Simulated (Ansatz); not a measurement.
Consider the formal exchange of groups at the Se–Si bond: `F[Si](F)(F)[SeH]` + GeH₄ → `[GeH3][SeH]` + `F[SiH](F)F`.

Gas-phase electronic energies from Ansatz, PBE0-D4/def2-TZVP geometries. CCSD(T)/CBS is the MP2 limit (def2-TZVPP, def2-QZVPP) plus CCSD(T) − MP2 in def2-TZVPP, frozen cores. DFT in def2-TZVPP. For Ge, Se outer-core shells are correlated without core-valence functions, which leaves a few kJ/mol of doubt a bond. Scalar relativity is left out up to krypton. One conformer a species, not always the lowest.

`F[Si](F)(F)[SeH]`:

```xyz
6

F    -0.980   -0.108   -1.419
Si   -0.400    0.328   -0.021
F    -1.605    0.661    0.933
F     0.411    1.652   -0.279
Se    0.816   -1.267    0.957
H     1.757   -1.265   -0.172
```

GeH₄:

Cartesian coordinates in Å:
```
Ge 0.000 0.000 0.000
H 1.422 -0.568 -0.090
H -0.997 -1.031 -0.543
H -0.091 1.286 -0.832
H -0.334 0.313 1.464
```

`[GeH3][SeH]`:

Cartesian coordinates in Å:
```
Ge -0.261 -0.218 -0.494
Se 1.002 -0.253 1.495
H 0.397 0.702 -1.532
H -0.261 -1.670 -0.987
H -1.695 0.254 -0.209
H 0.818 1.186 1.727
```

`F[SiH](F)F`:

```xyz
5

F     0.403    0.531    1.409
Si    0.029   -0.024   -0.014
F    -0.187    1.199   -0.979
F    -1.330   -0.806    0.104
H     1.085   -0.899   -0.520
```

Question: Is it downhill or uphill in electronic energy at CCSD(T)/CBS, and by how much? (Estimate.)

Answer: Ansatz gave: Nearly level: ΔE = -2.7 kJ/mol.

Question: What do these levels give: BHLYP-D4, r2SCANh, MP2/def2-SVP, CCSD/def2-SVP, CCSD(T)/def2-SVP, HF/def2-TZVPP? (Best estimate.)

Answer: Computed: BHLYP-D4 -5.3, r2SCANh 0.5, MP2/def2-SVP -6.4, CCSD/def2-SVP -5.9, CCSD(T)/def2-SVP -4.9, HF/def2-TZVPP -14.6 kJ/mol.

Question: What do rigid-rotor, harmonic-oscillator terms from PBE0-D4/def2-TZVP frequencies (298.15 K, 1 bar) make of the CCSD(T)/CBS value? (An estimate is asked.)

Answer: The calculation gave: ΔZPE = +4.4 kJ/mol, ΔH = -0.2 kJ/mol, ΔS = 15 J/(mol·K), ΔG = -4.8 kJ/mol.

Largest T1 diagnostic among the species: 0.012.

The D4 term adds +4.0 kJ/mol with B3LYP and +2.1 kJ/mol with PBE0; it sums over pairs of atoms, weighted by their polarisabilities, and B3LYP, whose exchange is more repulsive, gets the larger term. In def2-TZVPP, CCSD(T) changes the Hartree–Fock value by +9.3 kJ/mol (the triples alone add +1.3 kJ/mol) and MP2 by +7.6 kJ/mol. Leaving LDA and LC-ωPBE aside and taking each functional with its dispersion term where it has one, the values, not all of them listed here, spread over 15.3 kJ/mol, from B2PLYP to B97M-V. LDA lies +8.2 kJ/mol from PBE without D4.

B3LYP here is the variant with VWN-RPA as its local correlation; programs differ in this.
